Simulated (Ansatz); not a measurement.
`CC(C)[O][Ti]([OH])([OH])[O]C(C)C` → `CC(C)[O][Ti]([OH])([OH])[OH]` + `C=CC`  (alkene loss)

Computed with Ansatz on PBE0-D4/def2-TZVP structures; ΔE is electronic, products minus reactants. CBS: MP2 limit from def2 TZ/QZ plus the TZ coupled-cluster correction, frozen cores. DFT in def2-TZVPP. B3LYP here is the variant with VWN-RPA as its local correlation; programs differ in this. For Ti outer-core shells are correlated without core-valence functions, which leaves a few kJ/mol of doubt a bond. Scalar relativity is left out up to krypton. One conformer a species, not always the lowest.

CCSD(T)/CBS gives +85.4 kJ/mol.

(1) Another level gave +80.1 kJ/mol. Which?
A. LDA (SPW92)/def2-TZVPP
B. BHLYP/def2-TZVPP
C. r2SCAN-D4/def2-TZVPP
D. B3LYP-D4/def2-TZVPP

Largest T1 diagnostic among the species: 0.021, so the coupled-cluster value is less sure than usual.

Results:

(1) D. B3LYP-D4 80.1, r2SCAN-D4 90.4, LDA (SPW92) 121.8, BHLYP 71.1 kJ/mol.

Leaving LDA and LC-ωPBE aside and taking each functional with its dispersion term where it has one, the values, not all of them listed here, spread over 25.0 kJ/mol, from BLYP-D4 to PBE0-D4. LDA lies +49.6 kJ/mol from PBE without D4. In def2-TZVPP, CCSD(T) changes the Hartree–Fock value by +31.4 kJ/mol (the triples alone add +4.4 kJ/mol) and MP2 by +36.6 kJ/mol. From PBE to PBE0 (25 % exact exchange), in def2-TZVPP and without D4, ΔE moves by +9.7 kJ/mol.
